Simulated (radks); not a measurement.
All-electron atom: the europium ion Eu+ in [Xe] 4f7 6s1. Calculated with a radial shooting solver on a logarithmic mesh with Libxc functionals: scalar-relativistic Kohn-Sham, PBEsol, spin-unpolarised, spherical densities, finite nucleus; Fermi nuclear charge, rms radius 5.1115 fm. Some entries of the table are withheld. Estimate them.

| orbital | occ. | eigenvalue (eV) | <r^2> (bohr^2) | <r> (bohr) |
|---|---|---|---|---|
| 1s | 2 | -48348.53 | 0.0006797 | 0.02233 |
| 2s | 2 | -7945.225 | 0.01069 | 0.09515 |
| 2p | 6 | -7081.264 | 0.008594 | 0.08391 |
| 3s | 2 | -1752.958 | 0.07122 | 0.2497 |
| 3p | 6 | -1484.022 | (1) | 0.2481 |
| 3d | 10 | -1124.055 | 0.06004 | 0.2260 |
| 4s | 2 | -352.6944 | 0.3619 | 0.5662 |
| 4p | 6 | (2) | 0.4090 | 0.5996 |
| 4d | 10 | -140.9010 | 0.4972 | 0.6544 |
| 5s | 2 | -50.9547 | 2.145 | 1.380 |
| 5p | 6 | -30.0419 | 3.005 | (3) |
| 4f | 7 | -8.9545 | 1.290 | 0.9668 |
| 6s | 1 | -8.5209 | 16.63 | 3.847 |

Answer. 
(1) 3p <r^2> (bohr^2): 0.07134
(2) 4p eigenvalue (eV): -264.2066
(3) 5p <r> (bohr): 1.625
